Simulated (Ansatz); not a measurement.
`[CH3][SnH]([CH3])[Cl]` → 2 C• + Cl• + 7 H• + Sn•  (atomization)

Isolated molecules relaxed with PBE0-D4/def2-TZVP in Ansatz; ΔE leaves out vibrations. CBS: MP2 limit from def2 TZ/QZ plus the TZ coupled-cluster correction, frozen cores. This one scheme is used for every species, atoms too. For atomizations the MP2-based limit and the directly extrapolated one differ by several kJ/mol either way, and by 10 to 25 for some Ge, Se and Sn compounds, so smaller differences from it don't rank the levels. Functionals use def2-TZVPP. No spin–orbit coupling; open shells (•) take unrestricted orbitals. Spin–orbit coupling would lower the free atoms: a little for C, Cl; strongly for Sn. Elements past krypton have def2 core potentials. Bonds to Sn are less sure, by a few kJ/mol each and by 10 to 20 or more in all where they break to atoms, as the def2 sets lack core-valence functions.

`[CH3][SnH]([CH3])[Cl]`:

```xyz
11

C     0.455   -1.369   -1.141
Sn   -0.481   -0.321    0.460
C    -0.109    1.776    0.467
Cl    0.541   -1.137    2.414
H     1.524   -1.155   -1.135
H     0.030   -1.058   -2.096
H     0.304   -2.440   -1.012
H    -2.138   -0.706    0.631
H     0.967    1.951    0.446
H    -0.567    2.243   -0.406
H    -0.526    2.216    1.372
```

(1) What is ΔE at CCSD(T)/CBS? (Estimate.)

(2) What do these levels give: r2SCAN0-D4, revPBE, BLYP, CAM-B3LYP, HF/def2-SVP, CCSD/def2-SVP? (An estimate is asked.)

Largest T1 diagnostic among the species: 0.011.

Answers

(1) Computed: +3709.6 kJ/mol.

(2) The calculation gave: r2SCAN0-D4 3657.2, revPBE 3573.8, BLYP 3593.1, CAM-B3LYP 3667.4, HF/def2-SVP 2766.1, CCSD/def2-SVP 3450.5 kJ/mol.

In def2-TZVPP, CCSD(T) changes the Hartree–Fock value by +850.4 kJ/mol (the triples alone add +45.8 kJ/mol) and MP2 by +856.5 kJ/mol; breaking electron pairs costs correlation energy, which Hartree–Fock lacks. At CCSD(T), def2-SVP lies −230.0 kJ/mol from the extrapolated value and def2-TZVPP −92.1 kJ/mol: correlation converges slowly with the basis, and small sets miss more of it in the bonded molecule than in its fragments. The D4 term adds +36.1 kJ/mol with B3LYP and +19.2 kJ/mol with PBE0; it sums over pairs of atoms, weighted by their polarisabilities, and B3LYP, whose exchange is more repulsive, gets the larger term.

B3LYP here is the variant with VWN-RPA as its local correlation; programs differ in this.
